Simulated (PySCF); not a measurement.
C₆H₁₂O₂, SMILES CCCCC(=O)OC, singlet at its GFN2-xTB optimised geometry (Å):

```
20

C      2.7108    -2.2146    -0.6743
C      2.1448    -0.8546    -0.2854
C      0.6215    -0.8325    -0.3753
C      0.0502     0.5316     0.0000
C     -1.4600     0.5316     0.0000
O     -2.1656    -0.4407     0.0097
O     -1.9342     1.7871     0.0000
C     -3.3484     1.9240     0.0273
H      2.4376    -2.4625    -1.6975
H      2.3207    -2.9904    -0.0196
H      3.7957    -2.2140    -0.5989
H      2.4511    -0.6130     0.7351
H      2.5577    -0.0877    -0.9452
H      0.1998    -1.5873     0.2905
H      0.3107    -1.0845    -1.3910
H      0.3744     0.8113     1.0063
H      0.3965     1.3101    -0.6816
H     -3.7528     1.4993     0.9482
H     -3.5517     2.9904    -0.0226
H     -3.7957     1.4062    -0.8234
```

Level of theory: B3LYP/def2-SVP (PySCF). Cells within 0.4 Å of a nucleus heavier than hydrogen are left out (blank, or x).

Map of the log10 of the electron density (e/bohr³), floored at −4 on the plane z = 0.0 Å:

```
|000000000000000000000000000|
|000000000000000000000000000|
|000000000000000000000000000|
|000001100000000000000000000|
|000123321000000000000000000|
|001345542100000000000000000|
|001468754432000000000000000|
|002478876664211100000000000|
|002478988985433320000000000|
|00257xx8xx96555531000000000|
|002578889987677642110000000|
|0024566678x88x8743332100000|
|001234567xx98x8755553200000|
|000124689988888766765310000|
|00001469xx86688888876320000|
|000003579975689888x86421000|
|000001456654688878876543100|
|000000234434577666777654200|
|000000001112455556887764200|
|000000000001233357887653100|
|000000000000011246875432000|
|000000000000000135654320000|
|000000000000000023332100000|
|000000000000000001110000000|
|000000000000000000000000000|
|000000000000000000000000000|
|000000000000000000000000000|
```
Scale: ten equal steps from -4.00 (start of '0') to -0.170 (end of '9'), in the order '0123456789'; x runs from -6.00 to 6.00, y from -6.00 (bottom) to 6.00 (top).
